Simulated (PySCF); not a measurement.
B(CCH)3, C6H3B.
Cartesian coordinates in Å at the PBE0-D3(BJ)/def2-SVP level; atoms count from 1:
```
atom  x, y, z in Å
B1     0.0099   -0.0074    0.0003
C2     1.5329   -0.0139   -0.0178
C3     2.7514   -0.0185   -0.0319
H4     3.8268   -0.0234   -0.0445
C5    -0.7452    1.3154   -0.0015
C6    -1.3478    2.3747   -0.0028
H7    -1.8792    3.3099   -0.0039
C8    -0.7554   -1.3241    0.0203
C9    -1.3655   -2.3790    0.0360
H10   -1.9034   -3.3104    0.0502
```

Computed at PBE0/pcSseg-1 (PySCF, non-relativistic), with Q(11B) = 0.04059 b: B1, 11B (I = 3/2): χzz = 4.121 MHz, η = 0.000.

Q: Find the zero-field quadrupole resonance frequencies of 11B at B1.

A: From ν = (|χ|/2)√(1 + η²/3): ν = 2.061 MHz (boron bonded to 3 C).

In a crystal, neighbours and librations shift these lines. Isolated species at its PBE0-D3(BJ)/def2-SVP geometry, gas phase. With a basis this small, the couplings can be 20 % off.
